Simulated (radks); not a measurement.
The numbers below are computed, except where a source is named.
The molybdenum ion Mo2+, 40 electrons, occupied as [Kr] 4d4. Code: a radial shooting solver on a logarithmic mesh with Libxc functionals. Model: Dirac Kohn-Sham, PBEsol, spin-unpolarised, spherical densities, finite nucleus; open shells are shared between the two j in proportion to 2j + 1; Fermi nuclear charge, rms radius 4.4091 fm.

Radial electron density D(r) = 4 pi r^2 rho(r):

```
   r/bohr * D(r) (the largest magnitude, 64.8, reaches the edge; | marks zero)
 0.004603 |         *
 0.006042 |             *
 0.007931 |                   *
  0.01041 |                           *
  0.01366 |                                   *
  0.01779 |                                         *
  0.02335 |                                            *
  0.03065 |                                           *
  0.04024 |                                       *
  0.05281 |                                      *
  0.06932 |                                           *
  0.09026 |                                                    *
   0.1185 |                                                      *
   0.1555 |                                            *
   0.2041 |                                  *
   0.2679 |                                     *
   0.3517 |                                         *
   0.4616 |                               *
   0.6011 |               *
    0.789 |         *
    1.036 |         *
    1.359 |       *
    1.784 |   *
    2.342 |*
     3.05 *
    4.003 *
    5.254 *
```

D(r) has 4 maxima, at r = 0.0247, 0.109, 0.341, 0.995 bohr, and minima at 0.0499, 0.219, 0.848 bohr, inside which lie 2.06, 11.09, 29.33 electrons.
